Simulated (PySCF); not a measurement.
Molfile (atoms numbered from 1):
```
C2H14N2Si4
     RDKit          3D

 22 22  0  0  0  0  0  0  0  0999 V2000
   -2.6466   -1.5249   -0.0363 Si  0  0  0  0  0  4  0  0  0  0  0  0
   -1.3137   -0.3910   -0.0530 N   0  0  0  0  0  0  0  0  0  0  0  0
   -1.3769    1.0382    0.9697 Si  0  0  0  0  0  4  0  0  0  0  0  0
    0.1462   -0.5949   -1.0031 Si  0  0  2  0  0  4  0  0  0  0  0  0
    1.6217   -1.2632   -0.0284 C   0  0  0  0  0  0  0  0  0  0  0  0
    2.9064   -0.5533   -0.4983 C   0  0  0  0  0  0  0  0  0  0  0  0
    2.4553    1.2344   -0.9206 Si  0  0  0  0  0  4  0  0  0  0  0  0
    0.7876    0.9780   -1.3871 N   0  0  0  0  0  0  0  0  0  0  0  0
   -2.4103   -2.5432   -1.1029 H   0  0  0  0  0  0  0  0  0  0  0  0
   -3.9446   -0.8286   -0.2973 H   0  0  0  0  0  0  0  0  0  0  0  0
   -2.7669   -2.2281    1.2787 H   0  0  0  0  0  0  0  0  0  0  0  0
   -2.5082    0.8400    1.9291 H   0  0  0  0  0  0  0  0  0  0  0  0
   -1.6370    2.2895    0.1949 H   0  0  0  0  0  0  0  0  0  0  0  0
   -0.1114    1.2101    1.7447 H   0  0  0  0  0  0  0  0  0  0  0  0
   -0.2179   -1.4289   -2.1896 H   0  0  0  0  0  0  0  0  0  0  0  0
    1.4200   -1.0278    1.0316 H   0  0  0  0  0  0  0  0  0  0  0  0
    1.7050   -2.3607   -0.0888 H   0  0  0  0  0  0  0  0  0  0  0  0
    3.2795   -1.0170   -1.4279 H   0  0  0  0  0  0  0  0  0  0  0  0
    3.7228   -0.6316    0.2375 H   0  0  0  0  0  0  0  0  0  0  0  0
    3.2738    1.8067   -2.0354 H   0  0  0  0  0  0  0  0  0  0  0  0
    2.5901    2.1612    0.2501 H   0  0  0  0  0  0  0  0  0  0  0  0
    0.2463    1.6783   -1.8825 H   0  0  0  0  0  0  0  0  0  0  0  0
  1  2  1  0
  2  3  1  0
  2  4  1  0
  4  5  1  0
  5  6  1  0
  6  7  1  0
  7  8  1  0
  8  4  1  0
  1  9  1  0
  1 10  1  0
  1 11  1  0
  3 12  1  0
  3 13  1  0
  3 14  1  0
  4 15  1  6
  5 16  1  0
  5 17  1  0
  6 18  1  0
  6 19  1  0
  7 20  1  0
  7 21  1  0
  8 22  1  0
M  END
```

Geometry: PBE0-D3(BJ)/def2-SVP; GIAO shifts from PySCF, gas phase, non-relativistic, averaged over equivalent atoms.

At WP04/pcSseg-1 (234 basis functions, 36 s wall time on 1 thread of an Intel Xeon 6975P-C, shared host):
| atoms | δ (ppm) |
| --- | --- |
| Si4 | -11.5 |
| Si7 | -28.1 |
| Si1/Si3 | -55.7 |
| N8 | 21.7 |
| N2 | 3.9 |
| C5 | 11.6 |
| C6 | 8.4 |
| H15 | 4.53 |
| H21 | 4.19 |
| H20 | 4.11 |
| H9/H10/H11/H12/H13/H14 | 3.89 |
| H19 | 0.92 |
| H17 | 0.91 |
| H18 | 0.75 |
| H16 | 0.62 |
| H22 | 0.51 |

Chemical shifts δ = σref − σ; ²⁹Si (σref 338.69), ¹³C (σref 172.44), ¹H (σref 31.56) vs TMS; ¹⁵N (σref 246.90) vs NH3, all at this level.

Q: What do these become at PBE0/pcSseg-1?

A: 
```tsv
atoms	δ at PBE0/pcSseg-1	change
Si4	1.8	+13.3
Si7	-22.8	+5.3
Si1/Si3	-53.3	+2.4
N8	33.3	+11.6
N2	8.8	+4.9
C5	10.2	-1.4
C6	6.1	-2.3
H15	5.26	+0.73
H21	4.94	+0.75
H20	4.85	+0.74
H9/H10/H11/H12/H13/H14	4.63	+0.74
H19	1.05	+0.13
H17	1.01	+0.10
H18	0.89	+0.14
H16	0.65	+0.03
H22	0.68	+0.17
```

Shifts are taken against calculated references (same method and geometry level): ²⁹Si (σ = 351.99 ppm) and ¹³C (σ = 184.41 ppm) and ¹H (σ = 31.27 ppm) vs TMS; ¹⁵N (σ = 265.67 ppm) vs NH3.

The largest change is at Si4 (silicon bonded to C, 2 N, H, in a 5-membered ring). Cost: 234 basis functions, 48 s wall time on 1 thread of an Intel Xeon 6975P-C, shared host.

Experimental scales use liquid or dissolved standards, which lie at an offset from isolated NH3 (liquid NH3: subtract about 20 ppm).
